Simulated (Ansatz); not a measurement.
**Worked example: the barrier**

An elementary step of SiNH3SF2, singlet (SiNH₃SF₂ ([NH2][Si]([F])([F])[SH]) → SiNHF₂ ([NH][Si]([F])[F]) + H₂S (still joined by a long Si–S bond); bonds formed: S2–H4; bonds broken: N3–H4; bonds weakened to dative contacts: Si1–S2). “Start” is the structure reached by relaxing down from the saddle towards the reactants; PBE0-D4/def2-TZVP structures. The saddle:

```csv
atom,x (Å),y (Å),z (Å)
Si1,-0.1992,-0.2235,0.7175
S2,1.0297,1.1869,-0.6872
N3,-1.3428,-0.4021,-0.3761
H4,0.0816,0.6287,-1.5034
F5,0.9404,-1.2815,1.0659
F6,-0.2730,0.6259,2.0586
H7,1.9996,0.3148,-1.0221
H8,-2.2363,-0.8493,-0.2531
```

Computed with Ansatz 0.2.0 (basis: def2-TZVPP and def2-QZVPP); correlated methods freeze the cores.

Energies in eV:

| quantity | saddle | start |
| --- | --- | --- |
| Hartree–Fock, triple zeta (X = 3) | -25627.06825 | -25630.47608 |
| Hartree–Fock, quadruple zeta (X = 4) | -25627.98610 | -25631.38541 |
| MP2 correlation, X = 3 | -27.72114 | -27.24166 |
| MP2 correlation, X = 4 | -30.18979 | -29.70813 |
| CCSD(T) correlation, X = 3 | -29.42613 | -28.97082 |

Problem. Work out the barrier at the basis limit: extrapolate Hartree–Fock as E(X) = E∞ + A exp(−7.88 √X) and the MP2 correlation as E(X) = E∞ + B X^−2.97 (the exponents that Neese and Valeev fitted for def2-TZVPP and QZVPP), then add CCSD(T) − MP2 in triple zeta.

Solution. Each step is linear, so take the differences first (saddle − start): Hartree–Fock 3.40783 (X = 3) and 3.39931 (X = 4); MP2 correlation -0.47948 and -0.48166; CCSD(T) correlation -0.45531.
Two points give E∞ = E(4) + w [E(4) − E(3)], with w = 1/(exp(7.88 (2 − √3)) − 1) = 0.1377 for Hartree–Fock and w = 1/((4/3)^2.97 − 1) = 0.7407 for the correlation.
Hartree–Fock: 3.39931 + 0.1377 × (-0.00852) = 3.3981 eV.
MP2 correlation: -0.48166 + 0.7407 × (-0.00218) = -0.4833 eV.
CCSD(T) − MP2: -0.45531 − (-0.47948) = 0.0242 eV.
Sum: 3.3981 + (-0.4833) + 0.0242 = 2.9390 eV, or 67.77 kcal/mol. Plain CCSD(T) in triple zeta gives 2.9525 eV, so the larger basis shifts the result by -0.0135 eV.

No T1 diagnostic of these runs exceeds 0.014.

Labels in which every atom is bracketed show which atoms are joined, not bond orders.

For scale, one of the runs: CCSD(T)/def2-TZVPP, 219 basis functions (an equivalent command: `ansatz run in.yaml --threads 4`). The run took 92 s on 4 CPU threads (shared host), with 3.3 GiB of host memory at its peak.
